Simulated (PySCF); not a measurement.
Cd(F)(OH) (CdFHO), SMILES [OH][Cd][F].

Geometry: PBE-D3(BJ)/def2-TZVP. The def2 effective core potentials stand for the cores of Cd; spin–orbit coupling is left out. Other conformers were not sampled.

Calculation: TDDFT-LC-ωPBE/def2-TZVPD in PySCF.

Vertical excitations. Isolated molecule, no solvent. State labels are in the subgroup Cs.

Computed lowest excited states:
```csv
state,symmetry,energy (eV),λ (nm),f,main pairs
S1,A",5.47,227,0.020,HOMO→LUMO 93 %
S2,A',6.68,186,0.078,HOMO−1→LUMO 74 %
S3,A',7.03,176,0.054,HOMO−2→LUMO 78 %
S4,A",7.04,176,0.037,HOMO−3→LUMO 84 %
S5,A",7.52,165,0.001,HOMO→LUMO+1 93 %
S6,A',7.98,155,0.005,"HOMO−4→LUMO 53 %, HOMO→LUMO+2 31 %"
S7,A',8.17,152,0.117,"HOMO→LUMO+2 36 %, HOMO−1→LUMO+1 23 %, HOMO−4→LUMO 20 %"
S8,A",8.31,149,0.010,HOMO→LUMO+3 77 %
S9,A',8.46,147,0.113,"HOMO−1→LUMO+1 70 %, HOMO→LUMO+2 11 %"
S10,A",8.53,145,0.064,HOMO−1→LUMO+2 96 %
T1,A",4.95,251,0,HOMO→LUMO 89 %
T2,A',5.50,225,0,HOMO−1→LUMO 87 %
T3,A',6.51,190,0,HOMO−2→LUMO 82 %
T4,A",6.57,189,0,HOMO−3→LUMO 82 %
```
Triplets are in the Tamm–Dancoff approximation, which puts them higher than full response would, so one can lie above its singlet here.
